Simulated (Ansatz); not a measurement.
Job for Ansatz (a first-principles code): R-wB97X-V/def2-TZVPP on CH3FOSi (SMILES CO[Si]F), a point of a torsion scan.

Ansatz 0.2 input:
```yaml
crystal:
  periodic: [false, false, false]
  atoms:
    - {symbol: C, position_ang: [-0.84509586, -0.03305097, 0.08388561]}
    - {symbol: O, position_ang: [0.26012029, 0.80868500, -0.08598883]}
    - {symbol: Si, position_ang: [1.84935057, 0.64556482, -0.24927451]}
    - {symbol: F, position_ang: [2.10173837, -0.73535205, 0.61246764]}
    - {symbol: H, position_ang: [-1.27369887, -0.25934210, -0.89542247]}
    - {symbol: H, position_ang: [-1.58773011, 0.48853184, 0.69000940]}
    - {symbol: H, position_ang: [-0.56282204, -0.96492500, 0.57873034]}
basis:
  gaussian:
    orbitals: def2-TZVPP
hamiltonian:
  xc: {name: wB97X-V}
scf: {lower_state_search: off}
```

The head of its log:

```
WARN ansatz: RAYON_NUM_THREADS=1 ignored (pool sized by the plan → 1); use --threads N
Functional definition: wB97X-V
these checks for a lower state are left out or cut short: stability, starts, cluster_reference, orbital_swaps, neighbouring_geometries, increment
integrals: 0.11 GiB planned
955 factors; their error is unknown
integrals: 0.14 GiB planned
208 factors; integrals over basis functions are off by at most 1.1e-5 eV
mean field: 0.92 GiB planned
mean field evaluation 1: about -13723.9665 eV, gradient 5.3e1 eV
mean field evaluation 2: about -13722.8765 eV, gradient 6.3e1 eV
```

Question: Predict the final total energy.

Answer: -504.5212 hartree.
